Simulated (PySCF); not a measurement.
## Basis and Hamiltonian dependence of the ionisation energy of Zn

Zn [Ar] 3d10 4s2 (1S) → Zn+ [Ar] 3d10 4s1 (2S). Calculated with PySCF 2.14 from differences of total energies of unrestricted determinants, without spin-orbit coupling. Values in eV.

| basis | Hamiltonian | functions | UHF | r2SCAN | PBE0 | MP2 (valence) | CCSD(T) (valence) | CCSD(T) (valence and next inner shell) |
| --- | --- | --- | --- | --- | --- | --- | --- | --- |
| def2-SVP | non-relativistic | 31 | 7.520 | n/a | 8.825 | 8.298 | 8.575 | n/a |
| 6-31G* | non-relativistic | 34 | 7.401 | 8.578 | 8.604 | 8.231 | 8.484 | n/a |
| cc-pVDZ-PP with ECP10MDF | ECP | 38 | 7.873 | 9.438 | n/a | 8.910 | 9.156 | n/a |
| jorge-DZP-DKH | spin-free X2C | 43 | 7.688 | n/a | n/a | 8.578 | 8.865 | n/a |
| def2-TZVP | non-relativistic | 48 | 7.636 | 9.203 | 9.094 | 8.723 | 8.955 | n/a |
| pcseg-2 | non-relativistic | 56 | 7.656 | 9.198 | n/a | 8.885 | n/a | n/a |
| aug-cc-pVDZ-DK | spin-free X2C | 59 | 7.785 | 9.434 | 9.302 | 9.143 | 9.301 | n/a |
| cc-pVTZ-PP with ECP10MDF | ECP | 63 | 7.805 | 9.418 | n/a | 9.046 | n/a | n/a |
| def2-TZVPPD | non-relativistic | 67 | 7.636 | 9.203 | 9.094 | 8.824 | 9.008 | 9.015 |
| x2c-TZVPPall with one added diffuse shell each of s, p, d, f type | spin-free X2C | 80 | 7.789 | 9.426 | 9.297 | 9.176 | 9.329 | 9.343 |
| aug-cc-pVTZ-PP with ECP10MDF | ECP | 88 | 7.796 | 9.439 | 9.255 | 9.181 | 9.334 | n/a |
| x2c-QZVPPall | spin-free X2C | 108 | 7.777 | 9.407 | 9.269 | 9.192 | n/a | n/a |
| aug-cc-pwCVTZ-PP with ECP10MDF | ECP | 122 | 7.781 | 9.424 | 9.246 | 9.175 | n/a | n/a |
| aug-cc-pVQZ-PP with ECP10MDF | ECP | 135 | 7.792 | 9.435 | 9.251 | 9.227 | n/a | n/a |

Extrapolation of MP2 (valence) from aug-cc-pVTZ-PP with ECP10MDF and aug-cc-pVQZ-PP with ECP10MDF: the correlation parts are 1.385 and 1.435 eV; with the X⁻³ form and unrounded values, (4³ × 1.435 − 3³ × 1.385)/(4³ − 3³) = 1.471 eV, and adding the Hartree-Fock value 7.792 eV of the larger basis gives 9.264 eV.

Frozen in the all-electron rows: valence: [Ar]; valence and next inner shell: [Ne]; with a core potential, the same shells as far as they lie outside it.

Non-relativistic rows lack the scalar-relativistic shift.

Reference for a calculation without spin-orbit coupling: 9.394 eV (measured, between term centres; NIST).
